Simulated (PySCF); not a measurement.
## H$_{3}$O$_{2}$Si, SMILES `O[SiH]O` (H–O–Si–O torsion 48°, O–Si–O–H torsion -159°) (charge 0, multiplicity 2)

Calculation: PBE0-D4/def2-TZVP (PySCF 2.14.0).

```
Property                                                Value
-----------------------------  ------------------------------
highest occupied spin orbital                        -5.71 eV
dipole moment                                       0.400 e·Å
total energy                                     -441.5817 Ha
cost                           around 80 core-seconds (rough)
```

```xyz
6

O     -1.4945    -0.0142    -0.0195
Si     0.0278     0.3981     0.4319
O      1.0742    -0.5797    -0.3914
H     -1.7164    -0.9474    -0.0156
H      0.1561     1.8303     0.0185
H      1.9529    -0.6872    -0.0239
```
Charge 0, spin multiplicity 2.
